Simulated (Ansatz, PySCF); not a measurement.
Gas-phase reaction (SMILES): N[Si](N)(O)O + 3 [SiH4] (SiH4) -> 2 N[SiH3] + 2 O[SiH3]; bond separation energy.

Structures are relaxed separately at B3LYP-D3(BJ)/def2-TZVP in Ansatz (a program for electronic structure), one conformer each, not searched for the lowest. Cores are frozen in the correlated levels unless marked. Spin-orbit coupling is left out. Non-relativistic. CBS marks a two-point X^-3 extrapolation of the correlation energy; Hartree-Fock from the larger set. The bracket is a focal-point correction in the basis named. Thermal terms are rigid-rotor harmonic-oscillator values from B3LYP-D3(BJ) frequencies (Ansatz or PySCF) at 298.15 K and 1 atm. 1 Eh = 627.5095 kcal/mol.

| species | E, RI-MP2/CBS(cc-pV(T+d)Z,cc-pV(Q+d)Z)+[CCSD(T)-MP2]/cc-pV(T+d)Z (Ansatz) (Eh) | E, r2SCAN-D4/def2-TZVPD (Ansatz + dftd4) (Eh) | H - E (Eh) |
|---|---|---|---|
| N[Si](N)(O)O | -552.62807 | -553.21599 | 0.09046 |
| N[SiH3] | -346.80066 | -347.23851 | 0.05540 |
| O[SiH3] | -366.68646 | -367.13044 | 0.04319 |
| [SiH4] (SiH4) | -291.46100 | -291.85367 | 0.03520 |

Question: Work out ΔE and ΔH at 298.15 K at the first level, then ΔH at the second.

Answer: 
1. ΔE = [2×(-346.80066) + 2×(-366.68646)] - [(-552.62807) + 3×(-291.46100)] = 0.03683 Eh = 23.1 kcal/mol at RI-MP2/CBS(cc-pV(T+d)Z,cc-pV(Q+d)Z)+[CCSD(T)-MP2]/cc-pV(T+d)Z.
2. The terms H - E add up to 0.00112 Eh, so ΔH = (0.03683 + (0.00112))×627.5095 = 23.8 kcal/mol.
3. At r2SCAN-D4/def2-TZVPD the same steps give ΔE = 24.5 and ΔH = 25.2 kcal/mol, a shift of +1.4 from the first level.
4. These values are not checked against measurement here, since the tables used lack a sound gas-phase enthalpy of formation for at least one species.
